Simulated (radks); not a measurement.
Excited configurations of Ba I: one electron is placed in a higher orbital outside [Xe] 6s1. The ground configuration is [Xe] 6s2. Method: scalar-relativistic Kohn-Sham, r2SCAN, spin-polarised, spherical densities, finite nucleus; open shells are filled with parallel spins first (spin-orbit coupling, left out, can overturn this in heavy ions); meta-GGA in the generalised Kohn-Sham scheme; Fermi nuclear charge, rms radius 4.8378 fm; computed with a radial shooting solver on a logarithmic mesh with Libxc functionals. Excitation = E - E(ground); binding = E(ion) - E, where the ion is the core of charge +1; n* = 1/sqrt(2 binding) in atomic units, and the quantum defect is n - n*.

\begin{tabular}{lrrrrr}
outer orbital & excitation (eV) & binding (eV) & quantum defect & eigenvalue (eV) & <r> (bohr) \\ \hline
5d & 0.805 & 4.123 & 3.183 & -1.513 & 3.885 \\
5f & 4.033 & 0.895 & 1.100 & -0.415 & 17.55 \\
6p & 1.352 & 3.576 & 4.049 & -1.996 & 5.992 \\
6d & 3.521 & 1.406 & 2.890 & -0.692 & 12.18 \\
7s & 2.965 & 1.963 & 4.367 & -1.223 & 11.06 \\
7p & 3.415 & 1.513 & 4.001 & -0.923 & 13.72 \\
7d & 4.077 & 0.851 & 3.002 & -0.494 & 22.76 \\
7f & 4.489 & 0.439 & 1.435 & -0.272 & 45.24 \\
\end{tabular}

The Delta-SCF ionisation energy is 4.928 eV (NIST Atomic Spectra Database: 5.212 eV, measured). Self-interaction in the functional shifts the binding energies and quantum defects, so they are the method's values and not measured ones.
